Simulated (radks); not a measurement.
Removal energies from the strontium ion Sr11+, [Ar] 3d9, by Delta-SCF beside the eigenvalue of the level emptied. Method: scalar-relativistic Kohn-Sham, BLYP, spin-polarised, spherical densities, finite nucleus; Fermi nuclear charge, rms radius of each element as measured or else 0.836 A^(1/3) + 0.57 fm; computed with a radial shooting solver on a logarithmic mesh with Libxc functionals. Open shells are filled with parallel spins first.

| removed from | final configuration | Delta-SCF (eV) | -eigenvalue (eV) |
|---|---|---|---|
| 3d | [Ar] 3d8 | 365.91 | 344.67 |
| 3p | [Ne] 3s2 3p5 3d9 | 493.19 | 472.61 |
| 3s | [Ne] 3s1 3p6 3d9 | 571.08 | 550.45 |
| 2p | [He] 2s2 2p5 3s2 3p6 3d9 | 2203.5 | 2149.7 |
